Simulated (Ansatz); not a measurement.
Ideal-gas functions of F$_{4}$Zr, SMILES `[F][Zr]([F])([F])[F]` at 600 K and 1 bar, from an Ansatz frequency run at PBE0-D4/def2-TZVP.

Molar mass 167.22 g/mol, point group Td (symmetry number 12), electronic degeneracy 1, moments of inertia 181.62, 181.63, 181.638 u Å². Harmonic wavenumbers (cm⁻¹, unscaled): 164, 164, 174, 174, 174, 678, 686, 686, 686.

Use S(trans) = R[1.5 ln M + 2.5 ln T − 1.1517]; rotational temperatures θ = 24.2544 K / I; S(rot) = R[ln(√π/σ · √(T³/θAθBθC)) + 1.5]; for each mode x = 1.438777 ν̃/T, S = R[x/(eˣ − 1) − ln(1 − e⁻ˣ)] and H = RT x/(eˣ − 1); 1 cm⁻¹ = 0.0119627 kJ/mol; R = 8.31446 J/(mol·K).

Question: By hand: the entropy, in J/(mol·K).

Answer: Translation 187.2. Rotation: θ = 0.1335, 0.1335, 0.1335 K, giving 101.5. Vibration, mode by mode: 16.13, 16.13, 15.64, 15.64, 15.64, 5.13, 5.05, 5.05, 5.05, in all 99.5. Electronic 0.0. Sum 388.2 J/(mol·K).

Question: By hand: H − E and G − E in kJ/mol, counted from the electronic energy.

Answer: Zero-point energy ½ × 3586 × 0.0119627 = 21.4; thermal vibration 28.1; translation, rotation and pV give 4 RT = 20.0. H − E = 69.5 kJ/mol, and G − E = 69.5 − 600 × 388.2/1000 = -163.4 kJ/mol.

Vibration gives 26 % of the entropy.
